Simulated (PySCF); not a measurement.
[ClI2]+: from structure and modes to constants

Method: PBE0/[Cl def2-SVP, I def2-SVP with ECP28], scalar-relativistic core potentials, density fitting, no spin–orbit coupling, PySCF.

The singlet minimum has C2v symmetry. Masses (u): Cl 34.96885, I 126.90447.

```xyz
3
charge 1 multiplicity 1, angstrom
Cl    0.0000    0.0000   -1.1615
I     2.0397    0.0000    0.1598
I    -2.0397    0.0000    0.1598
```

Harmonic wavenumbers (cm⁻¹): 75.7 (a1, ×1), 281.5 (a1, ×1), 301.0 (b2, ×1).

Question: Find the principal moments of inertia and the rotational constants. What kind of rotor is it?

Answer: About the centre of mass I = 53.655, 1055.9, 1109.6 u Å². With B = 16.8576/I this gives 0.3142, 0.01597, 0.01519 cm⁻¹. The molecule is an asymmetric top with κ = -0.99.

Question: What is the harmonic zero-point energy?

Answer: Half the sum of all 3 wavenumbers, 658/2 = 329 cm⁻¹, which is 3.9 kJ/mol (1 cm⁻¹ = 0.0119627 kJ/mol).

Question: Find the vibrational entropy and heat capacity at 298.15 K.

Answer: With u = 1.43878 ω/T, each mode gives S = R[u/(eᵘ−1) − ln(1−e⁻ᵘ)] and C = R u² eᵘ/(eᵘ−1)².
```csv
ω (cm⁻¹),u,S (J/(mol K)),C (J/(mol K))
75.7,0.365,16.73,8.22
281.5,1.359,6.38,7.15
301.0,1.452,5.91,7.00
```
The sums over all modes are S = 29.0 and C = 22.4 J/(mol K); the softest mode gives 58 % of the entropy.

Question: Give the standard entropy (298.15 K, 1 bar) by its translational, rotational, vibrational and spin parts, and Cp.

Answer: Sackur–Tetrode with M = 288.78 u gives 179.5; rotation with symmetry number 2 gives 117.4; vibration 29.0; spin R ln 1 = 0.0. The total is 325.9 J/(mol K), and Cp = 4 R + 22.4 = 55.6 J/(mol K).

Only a few start shapes were tried, so a lower isomer may exist.
